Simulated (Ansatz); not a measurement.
Calculated with Ansatz (gas phase, PBE0-D4/def2-TZVP geometries, no zero-point term in ΔE). CCSD(T)/CBS is the MP2 limit (def2-TZVPP, def2-QZVPP) plus CCSD(T) − MP2 in def2-TZVPP, frozen cores. This one scheme is used for every species. DFT in def2-TZVPP. B3LYP here is the variant with VWN-RPA as its local correlation; programs differ in this. def2 core potentials past Kr. For W outer-core shells are correlated without core-valence functions, which leaves a few kJ/mol of doubt a bond. Each species was taken in one conformer, which may not be the lowest.

`COB(C)N` + `C[O][W](=[NH])(=[NH])[OH]` → `C[O][W](=[NH])(=[NH])[O]C` + `CB(N)O`  (substitution at a C–O bond)

| level | ΔE (kcal/mol) | difference from CCSD(T)/CBS |
| --- | --- | --- |
| B2PLYP | -2.0 | -0.4 |
| PBE | -1.7 | -0.1 |
| r2SCAN | -1.5 | 0.1 |
| PBE0 | -1.6 | 0.0 |
| B3LYP | -1.9 | -0.3 |
| HF/def2-TZVPP | -1.9 | -0.3 |
| SCS-MP2/def2-TZVPP | -2.1 | -0.5 |
| SCS-MP2/def2-QZVPP | -1.9 | -0.3 |
| HF/CBS(def2) | -1.9 | -0.3 |
| MP2/CBS(def2) | -1.9 | -0.3 |
| CCSD(T)/CBS | -1.6 | 0 |

Largest T1 diagnostic among the species: 0.020.
